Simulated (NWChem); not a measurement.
System: InH$_{3}$O; SMILES [OH][InH2]

Here is an NWChem input.

```
start job
memory heap 200 mb stack 900 mb global 1100 mb
geometry units angstroms noautoz
  In    -0.031604     0.303871     0.000000
  H     -1.611506     0.973580     0.000000
  H      1.539298     1.018668     0.000000
  O     -0.090887    -1.700672     0.000000
  H      0.783101    -2.106168     0.000000
end
basis spherical
  * library def2-svp
end
ecp
  In library def2-ecp
end
dft
  xc xwpbe 1.00 cpbe96 1.0 hfexch 1.00
  cam 0.4 cam_alpha 0.0 cam_beta 1.0
  iterations 150
  mulliken
end
task dft energy
```

The geometry was optimised at PBE0/def2-SVP. def2 effective core potentials on In; no spin-orbit coupling.

Problem. Give the results of this calculation. (LC-wPBE (HJS exchange hole, range parameter 0.4 per bohr)/def2-SVP with def2 effective core potentials on In.) Quantities: energy (Ha); highest occupied level (eV); orbital gap (eV); dipole (D).

Solution. energy (Ha): -267.07
highest occupied level (eV): -10.77
orbital gap (eV): 11.38
dipole (D): 1.94
